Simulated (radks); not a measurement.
Task: Pt2+, configuration [Kr] 4d10 4f14 5s1.75 5p6 5d8 6s0.25 (fractional occupations, a model configuration). Calculated with a radial shooting solver on a logarithmic mesh with Libxc functionals: Dirac Kohn-Sham, PBEsol, spin-unpolarised, spherical densities, finite nucleus; open shells are shared between the two j in proportion to 2j + 1; Fermi nuclear charge, rms radius 5.427 fm. Some entries of the table are withheld. Estimate them.

| orbital | occ. | eigenvalue (eV) | <r^2> (bohr^2) | r(max) (bohr) |
|---|---|---|---|---|
| 1s1/2 | 2 | -78267.86 | 0.0004065 | 0.01062 |
| 2s1/2 | 2 | -13759.30 | 0.006149 | 0.06146 |
| 2p1/2 | 2 | -13193.62 | 0.004357 | 0.04533 |
| 2p3/2 | 4 | -11465.71 | 0.005548 | 0.05259 |
| 3s1/2 | 2 | -3249.103 | 0.03998 | 0.1729 |
| 3p1/2 | 2 | -2994.086 | 0.03648 | 0.1615 |
| 3p3/2 | 4 | -2614.303 | 0.04294 | 0.1763 |
| 3d3/2 | 4 | (1) | 0.03300 | (2) |
| 3d5/2 | 6 | (3) | 0.03475 | (4) |
| 4s1/2 | 2 | (5) | 0.1947 | 0.3905 |
| 4p1/2 | 2 | (6) | 0.1990 | 0.3889 |
| 4p3/2 | 4 | (7) | 0.2323 | 0.4195 |
| 4d3/2 | 4 | -339.0441 | 0.2468 | 0.4130 |
| 4d5/2 | 6 | -322.2008 | 0.2587 | 0.4226 |
| 5s1/2 | 1.75 | -124.0620 | 1.014 | 0.8690 |
| 4f5/2 | 6 | -94.8384 | 0.3192 | 0.3825 |
| 4f7/2 | 8 | -91.3788 | 0.3284 | 0.3871 |
| 5p1/2 | 2 | -89.2970 | 1.197 | 0.9199 |
| 5p3/2 | 4 | -74.1005 | 1.433 | 1.000 |
| 5d3/2 | 3.2 | -27.7992 | 2.654 | 1.217 |
| 5d5/2 | 4.8 | -26.2451 | 2.845 | 1.255 |
| 6s1/2 | 0.25 | -22.5413 | 6.802 | 2.174 |

Result: 
(1) 3d3/2 eigenvalue (eV): -2187.719
(2) 3d3/2 r(max) (bohr): 0.1374
(3) 3d5/2 eigenvalue (eV): -2105.825
(4) 3d5/2 r(max) (bohr): 0.1415
(5) 4s1/2 eigenvalue (eV): -715.8353
(6) 4p1/2 eigenvalue (eV): -607.4959
(7) 4p3/2 eigenvalue (eV): -516.9509
